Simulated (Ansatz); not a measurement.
FIn, charge +1, doublet, geometry from GFN2-xTB (such geometries of metal compounds can be far from the true shape) (a state made from the parent by changing its charge; the spin is typed, not shown lowest) (all electrons, no relativity); B3LYP5/STO-3G (Ansatz, a quantum-chemistry and plane-wave program).

The Ansatz input:
Ansatz 0.2 input:
```yaml
crystal:
  periodic: [false, false, false]
  atoms:
    - {symbol: In, position_ang: [-0.00000000, -0.00000000, -0.35495561]}
    - {symbol: F, position_ang: [0.00000000, 0.00000000, 1.93253608]}
basis:
  gaussian:
    orbitals: STO-3G
hamiltonian:
  xc: b3lyp5
total_charge: 1
magnetization: {spin_polarized: true, initial_magnetization: 1}
```

Predict the main parts of the log of this Ansatz run.


```
Functional definition: B3LYP5
429 factors; integrals over basis functions are off by at most 2.8e-5 eV
mean field evaluation 1: about -157344.1559 eV, gradient 2.0e1 eV
mean field evaluation 2: about -157074.9020 eV, gradient 9.4e1 eV
mean field evaluation 4: about -157327.4650 eV, gradient 7.2e1 eV
mean field evaluation 8: about -157355.3738 eV, gradient 7.9e-2 eV
mean field evaluation 16: about -157355.3762 eV, gradient 2.1e-5 eV
mean field evaluation 32: about -157355.9214 eV, gradient 4.4e-5 eV
mean field -157355.92137492 eV, -5782.7234508541 hartree, gradient 3.5e-6 eV, S^2 0.775184; 1 other end points of the search recorded, 0 dependent functions left out
reference -157355.92150520 eV, -5782.7234556418 hartree; 29, 28 occupied and 3, 4 virtual orbitals, 429 factors
Total energy: -157355.92150520 eV, -5782.7234556418 hartree
```
